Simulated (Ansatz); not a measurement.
`[NH2][GeH2][CH2]Cl`, relaxed with RKS PBE-D4/def2-SVP in Ansatz from a rough embedded geometry. The force threshold is 0.03 eV/Å; the program also tests the step.

Total charge 0; spin multiplicity 1.

Start:

```xyz
10

N     0.427   -0.518    1.659
Ge    0.270   -0.829   -0.109
C    -0.280    0.790   -0.984
Cl   -1.944    1.339   -0.435
H    -0.488   -0.193    2.072
H     1.106    0.331    1.815
H    -0.811   -1.919   -0.348
H     1.596   -1.261   -0.705
H     0.472    1.635   -0.845
H    -0.349    0.624   -2.121
```

(1) By how much does the energy fall, and how many steps does the optimiser take? (An estimate is asked.)

(2) Which bonds change most? (An estimate is asked.)

(3) Give the relaxed structure. (An estimate is asked.)

## Answers

(1) Ansatz gave: 0.29 eV, in 6 steps.

(2) Computed: Ge2–C3 from 1.921 to 1.993 Å; N1–H6 from 1.098 to 1.027 Å; N1–Ge2 from 1.803 to 1.852 Å; C3–H10 from 1.152 to 1.108 Å.

(3) The calculation gave: 
```xyz
10

N     0.378   -0.537    1.717
Ge    0.285   -0.796   -0.115
C    -0.317    0.824   -1.108
Cl   -1.861    1.409   -0.370
H    -0.495   -0.136    2.083
H     1.140    0.098    1.983
H    -0.752   -1.916   -0.376
H     1.707   -1.201   -0.595
H     0.423    1.646   -1.040
H    -0.508    0.609   -2.179
```
